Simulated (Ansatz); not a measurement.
Task: Name a neutral molecule of C, Cl, F, O, S, W and H with size of the dipole moment (ωB97M-V/def2-TZVPP) between 2.95 and 3.25 D and vertical ionisation energy (CCSD(T)/def2-TZVPP) between 9.90 and 10.20 eV (Ansatz, PBE0-D4/def2-TZVP geometry).

Result: `C[O][W]([OH])([F])(=[S])[Cl]` (3.15 D, 10.03 eV). Other molecules can fit too; these were computed, each in one conformer that needn't be the lowest.
